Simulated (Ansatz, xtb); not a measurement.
Relative energy of two isomers of C6H5FO

Structure X: `C=Cc1ccc(F)o1`, a singlet. Structure Y: `C=Cc1coc(F)c1`, a singlet. Both are isolated molecules in the gas phase, relaxed with PBE0-D3(BJ)/def2-SVP; each stands in its lowest conformer found.

Quicker runs give these differences E(Y) − E(X): GFN2-xTB +8.1 kJ/mol; HF/STO-3G +10.1 kJ/mol (at GFN2-xTB geometries); r2SCAN-D4/def2-SVP +16.1 kJ/mol (at GFN2-xTB geometries).

Question: Estimate E(Y) − E(X) at the level CCSD(T)/def2-SVP + ΔMP2/def2-TZVPP.

Answer: Calculated at CCSD(T)/def2-SVP + ΔMP2/def2-TZVPP: E(Y) − E(X) = +10.1 kJ/mol, so structure X lies lower.

How the difference moves with the method:

```csv
level,geometry,E(Y) − E(X) (kJ/mol),departure from the last row (kJ/mol),"job, with rough time for the two"
GFN2-xTB,GFN2-xTB,+8.1,−2.0,"optimisation, 0.39 s"
HF/STO-3G,GFN2-xTB,+10.1,0.0,"single point, 2 s"
r2SCAN-D4/def2-SVP,GFN2-xTB,+16.1,+6.1,"single point, 11 s"
PBE0-D3(BJ)/def2-SVP,PBE0-D3(BJ)/def2-SVP,+14.0,+3.9,"optimisation, 1.9 min"
HF/def2-SVP,PBE0-D3(BJ)/def2-SVP,+11.3,+1.2,part of the CCSD(T) run
MP2/def2-SVP,PBE0-D3(BJ)/def2-SVP,+11.7,+1.7,part of the CCSD(T) run
CCSD(T)/def2-SVP,PBE0-D3(BJ)/def2-SVP,+10.1,0.0,single point
CCSD(T)/def2-SVP + ΔMP2/def2-TZVPP,PBE0-D3(BJ)/def2-SVP,+10.1,,"single point, 4.1 min"
```

As drawn, both hold the same kinds of bond in the same numbers.

None of the levels shown reverses the order. The largest departure from CCSD(T)/def2-SVP + ΔMP2/def2-TZVPP is that of r2SCAN-D4/def2-SVP, 6.1 kJ/mol. The last row adds to CCSD(T) the change of the MP2 difference between the two basis sets, here 0.0 kJ/mol.

With thermal terms from frequencies at re-optimised GFN2-xTB minima (ideal gas, soft modes damped towards free rotors, one conformer each, 298.15 K, 1 atm): the zero-point term adds −0.1 kJ/mol; ΔH is +10.0 and ΔG +9.6 kJ/mol.

The correlated steps freeze 8 core orbitals. Run with Ansatz 0.2.0, xtb 6.7.1; the last row on 2 threads of Intel(R) Xeon(R) Processor @ 2.50GHz (Skylake/Cascade Lake) on a shared host.
